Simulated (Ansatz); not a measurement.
Z-matrix (Å, degrees):
```
Si
C 1 1.850
F 1 1.603 2 109.1
H 1 1.484 2 111.3 3 -119.1
H 1 1.484 2 110.8 3 118.9
C 2 1.338 1 127.3 3 3.7
H 2 1.093 1 115.0 3 -175.9
Si 6 1.881 2 128.8 1 0.7
H 6 1.091 2 116.8 1 -179.6
H 8 1.485 6 111.6 2 -65.7
H 8 1.487 6 106.8 2 175.9
H 8 1.484 6 111.6 2 57.4
```

The species carries charge 0 and has multiplicity 1.

Problem. List the PBE/def2-TZVPP orbital energies in eV (the Gaussian-basis code of Ansatz). (Estimate.)

Solution. Computed: Occupied: -1780.49, -1779.43, -659.93, -269.39, -269.31, -138.15, -137.20, -94.96, -94.85, -94.84, -93.93, -93.93, -93.92, -29.63, -19.19, -14.94, -13.50, -12.51, -11.58, -10.74, -10.72, -10.37, -8.92, -8.63, -8.36, -8.12, -7.26, -7.02. Lowest empty: -2.23, -0.86, 0.20, 0.51, 0.66, 1.04, 1.26, 1.36.
